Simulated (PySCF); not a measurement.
Computed shifts of a molecule CH₆F₂OSi₂, PBE/pcSseg-1 run with PySCF, GIAO, gas phase, equivalent atoms averaged, in ppm (number of nuclei): ¹³C: -5.1 (1). ²⁹Si: -35.8 (1), -42.0 (1). ¹⁹F: -162.4 (1), -163.8 (1). ¹H: 5.51 (3), 0.53 (3). References: ¹³C against TMS (σ = 182.0 ppm); ²⁹Si against TMS (σ = 335.4 ppm); ¹⁹F against CFCl3 (σ = 133.6 ppm); ¹⁷O against H2O (σ = 334.3 ppm); ¹H against TMS (σ = 31.49 ppm), references at their B3LYP-D3(BJ)/def2-TZVP geometries, non-relativistic. The structure is a stationary point at ωB97X-D3(BJ)/def2-SVP. The values are those of a single conformer.

### Question
Pick the molecule that these values belong to.
A. O[Si@H](F)[SiH2]CF
B. FC[SiH2]O[SiH2]F
C. C[SiH2][Si](O)(F)F
D. C[Si](F)(F)O[SiH3]

### Answer
D, C[Si](F)(F)O[SiH3]
